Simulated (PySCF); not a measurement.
PySCF job for MgCl2, SMILES [Cl][Mg][Cl], TDDFT-PBE/def2-TZVPD. Geometry: ωB97X-D3(BJ)/def2-TZVP. The isomer is the one that the SMILES or the coordinates give; other isomers of the formula were not compared.

```python
import numpy as np
from pyscf import gto, scf, dft, tdscf

mol = gto.M(
    atom='''
    Mg    0.00000000    0.00000000    0.00000000
    Cl    0.00000000    0.00000000   -2.16748609
    Cl    0.00000000    0.00000000    2.16748609
    ''',
    basis='def2-TZVPD',
    charge=0,
    spin=0,
    symmetry=True,
    symmetry_subgroup='D2h',
    max_memory=1600,
    verbose=4,
)
mf = dft.RKS(mol, xc='pbe').density_fit(auxbasis='def2-universal-jkfit')
mf.grids.level = 3
mf.conv_tol = 1e-9
mf.max_cycle = 100
mf.kernel()
mf.grids = dft.Grids(mol).set(level=1).build(with_non0tab=True)  # coarser grid for the response kernel
td = tdscf.TDDFT(mf)
td.singlet = True
td.nstates = 10
td.conv_tol = 1e-4
td.positive_eig_threshold = 1e-6
td.kernel(x0=td.get_init_guess(mf, 15))
td.analyze()
tt = tdscf.TDA(mf)
tt.singlet = False
tt.nstates = 4
tt.conv_tol = 1e-4
tt.positive_eig_threshold = 1e-6
tt.kernel(x0=tt.get_init_guess(mf, 9))
tt.analyze(verbose=3)
```

Output:

```
PySCF version 2.14.0

[INPUT] verbose = 4
[INPUT] num. atoms = 3
[INPUT] num. electrons = 46
[INPUT] charge = 0
[INPUT] spin (= nelec alpha-beta = 2S) = 0
[INPUT] symmetry True subgroup D2h
[INPUT] Mole.unit = angstrom
[INPUT] Symbol           X                Y                Z      unit          X                Y                Z       unit  Magmom
[INPUT]  1 Mg     0.000000000000   0.000000000000   0.000000000000 AA    0.000000000000   0.000000000000   0.000000000000 Bohr   0.0
[INPUT]  2 Cl     0.000000000000   0.000000000000  -2.167486090000 AA    0.000000000000   0.000000000000  -4.095955088904 Bohr   0.0
[INPUT]  3 Cl     0.000000000000   0.000000000000   2.167486090000 AA    0.000000000000   0.000000000000   4.095955088904 Bohr   0.0

nuclear repulsion = 134.889174321437
point group symmetry = Dooh, use subgroup D2h
symmetry origin: [0. 0. 0.]
symmetry axis x: [1. 0. 0.]
symmetry axis y: [0. 1. 0.]
symmetry axis z: [0. 0. 1.]
num. orbitals of irrep Ag = 31
num. orbitals of irrep B1g = 7
num. orbitals of irrep B2g = 14
num. orbitals of irrep B3g = 14
num. orbitals of irrep Au = 4
num. orbitals of irrep B1u = 25
num. orbitals of irrep B2u = 16
num. orbitals of irrep B3u = 16
number of shells = 45
number of NR pGTOs = 200
number of NR cGTOs = 127
basis = def2-TZVPD
ecp = {}


[settings echo left out]
init E= -1120.18810277697
HOMO (B3g) = -0.351595197185445  LUMO (Ag) = -0.100743625672301  gap/eV = 6.82602
cycle= 1 E= -1120.08806106734  delta_E=  0.1  |g|= 0.462  |ddm|= 1.67
HOMO (B2g) = -0.209023591787794  LUMO (Ag) = -0.0826295958481893  gap/eV = 3.43936
cycle= 2 E= -1119.9505730471  delta_E= 0.137  |g|= 0.863  |ddm|= 1.64
HOMO (B3g) = -0.276637426035132  LUMO (Ag) = -0.0888879093834696  gap/eV = 5.10892
cycle= 3 E= -1120.15568966967  delta_E= -0.205  |g|= 0.0706  |ddm|= 1.04
HOMO (B3g) = -0.282203784699899  LUMO (Ag) = -0.0953159803536003  gap/eV = 5.08548
cycle= 4 E= -1120.15642401767  delta_E= -0.000734  |g|= 0.0371  |ddm|= 0.0705
HOMO (B2g) = -0.281168063161322  LUMO (Ag) = -0.0928607375999526  gap/eV = 5.12410
cycle= 5 E= -1120.1568389022  delta_E= -0.000415  |g|= 0.00369  |ddm|= 0.038
HOMO (B2g) = -0.281512331099563  LUMO (Ag) = -0.0930023740653034  gap/eV = 5.12962
cycle= 6 E= -1120.15684116678  delta_E= -2.26e-06  |g|= 0.000734  |ddm|= 0.00296
HOMO (B3g) = -0.281484730773252  LUMO (Ag) = -0.0929655379347523  gap/eV = 5.12987
cycle= 7 E= -1120.15684121787  delta_E= -5.11e-08  |g|= 7.28e-05  |ddm|= 0.000703
HOMO (B3g) = -0.281500000595736  LUMO (Ag) = -0.0929749553150288  gap/eV = 5.13003
cycle= 8 E= -1120.15684121935  delta_E= -1.48e-09  |g|= 5.81e-06  |ddm|= 9.65e-05
HOMO (B2g) = -0.281499031531121  LUMO (Ag) = -0.092973593975973  gap/eV = 5.13004
cycle= 9 E= -1120.15684121937  delta_E= -1.16e-11  |g|= 1.06e-06  |ddm|= 1.11e-05
HOMO (B2g) = -0.281498799119555  LUMO (Ag) = -0.0929736636272018  gap/eV = 5.13003
Extra cycle  E= -1120.15684121936  delta_E= 1.82e-12  |g|= 1.93e-06  |ddm|= 4.29e-06
converged SCF energy = -1120.15684121936
tot grids = 18864
Overwritten attributes  positive_eig_threshold  of <class 'pyscf.tdscf.rks.CasidaTDDFT'>


******** <class 'pyscf.tdscf.rks.CasidaTDDFT'> for <class 'pyscf.df.df_jk.DFSymAdaptedRKS'> ********
nstates = 10 singlet
deg_eia_thresh = 1.000e-03
wfnsym = None
conv_tol = 0.0001
eigh lindep = 1e-12
eigh level_shift = 0
eigh max_cycle = 100


Excitation energies (eV)
[5.1748532  5.1748532  5.33152083 5.33152083 6.28956773 6.7218269
 6.73268452 6.73268912 6.79380587 6.80942881]

** Singlet excitation energies and oscillator strengths **
Excited State   1:  B2g      5.17485 eV    239.59 nm  f=0.0000
      22 -> 24       -0.70700
Excited State   2:  B3g      5.17485 eV    239.59 nm  f=0.0000
      23 -> 24       -0.70700
Excited State   3:  B2u      5.33152 eV    232.55 nm  f=0.0626
      20 -> 24       -0.70654
Excited State   4:  B3u      5.33152 eV    232.55 nm  f=0.0626
      21 -> 24       -0.70654
Excited State   5:  B1u      6.28957 eV    197.13 nm  f=0.1392
      19 -> 24        0.64183
      22 -> 26       -0.20729
      23 -> 25       -0.20729
Excited State   6:   Au      6.72183 eV    184.45 nm  f=0.0000
      22 -> 25        0.50000
      23 -> 26       -0.50000
Excited State   7:   Au      6.73268 eV    184.15 nm  f=0.0000
      22 -> 25       -0.49994
      23 -> 26       -0.49994
Excited State   8:  B1u      6.73269 eV    184.15 nm  f=0.0000
      22 -> 26       -0.49994
      23 -> 25        0.49994
Excited State   9:   Ag      6.79381 eV    182.50 nm  f=0.0000
      18 -> 24       -0.58569
      20 -> 25        0.27966
      21 -> 26        0.27966
Excited State  10:   Ag      6.80943 eV    182.08 nm  f=0.0000
      20 -> 25       -0.49987
      21 -> 26        0.49987

** Transition electric dipole moments (AU) **
state          X           Y           Z        Dip. S.      Osc.
  1         0.0000      0.0000      0.0000      0.0000      0.0000
  2         0.0000      0.0000     -0.0000      0.0000      0.0000
  3        -0.0000     -0.6925      0.0000      0.4796      0.0626
  4        -0.6925      0.0000      0.0000      0.4796      0.0626
  5         0.0000     -0.0000      0.9506      0.9036      0.1392
  6         0.0000     -0.0000      0.0000      0.0000      0.0000
  7         0.0000     -0.0000      0.0000      0.0000      0.0000
  8        -0.0000     -0.0000     -0.0000      0.0000      0.0000
  9        -0.0000      0.0000     -0.0000      0.0000      0.0000
 10         0.0000      0.0000     -0.0000      0.0000      0.0000

** Transition velocity dipole moments (imaginary part, AU) **
state          X           Y           Z        Dip. S.      Osc.
  1        -0.0000      0.0000      0.0000      0.0000      0.0000
  2         0.0000      0.0000     -0.0000      0.0000      0.0000
  3        -0.0000     -0.1341      0.0000      0.0180      0.0612
  4        -0.1341      0.0000      0.0000      0.0180      0.0612
  5         0.0000     -0.0000      0.2200      0.0484      0.1396
  6         0.0000     -0.0000      0.0000      0.0000      0.0000
  7         0.0000     -0.0000      0.0000      0.0000      0.0000
  8        -0.0000     -0.0000     -0.0000      0.0000      0.0000
  9        -0.0000      0.0000     -0.0000      0.0000      0.0000
 10         0.0000     -0.0000     -0.0000      0.0000      0.0000

** Transition magnetic dipole moments (imaginary part, AU) **
state          X           Y           Z
  1         0.0000     -0.5610      0.0000
  2         0.5610     -0.0000      0.0000
  3        -0.0000      0.0000     -0.0000
  4        -0.0000      0.0000      0.0000
  5        -0.0000      0.0000     -0.0000
  6        -0.0000      0.0000      0.0000
  7        -0.0000      0.0000     -0.0000
  8         0.0000     -0.0000      0.0000
  9        -0.0000      0.0000     -0.0000
 10         0.0000      0.0000      0.0000
Overwritten attributes  positive_eig_threshold  of <class 'pyscf.tdscf.rks.TDA'>


******** <class 'pyscf.tdscf.rks.TDA'> for <class 'pyscf.df.df_jk.DFSymAdaptedRKS'> ********
nstates = 4 triplet
deg_eia_thresh = 1.000e-03
wfnsym = None
conv_tol = 0.0001
eigh lindep = 1e-12
eigh level_shift = 0
eigh max_cycle = 100


Excitation energies (eV)
[5.00825041 5.00825041 5.08321284 5.08321284]

** Triplet excitation energies and oscillator strengths **
Excited State   1:  B2g      5.00825 eV    247.56 nm  f=0.0000
Excited State   2:  B3g      5.00825 eV    247.56 nm  f=0.0000
Excited State   3:  B2u      5.08321 eV    243.91 nm  f=0.0000
Excited State   4:  B3u      5.08321 eV    243.91 nm  f=0.0000
```

Self-consistency was reached.

Cost: roughly 11 core-seconds.
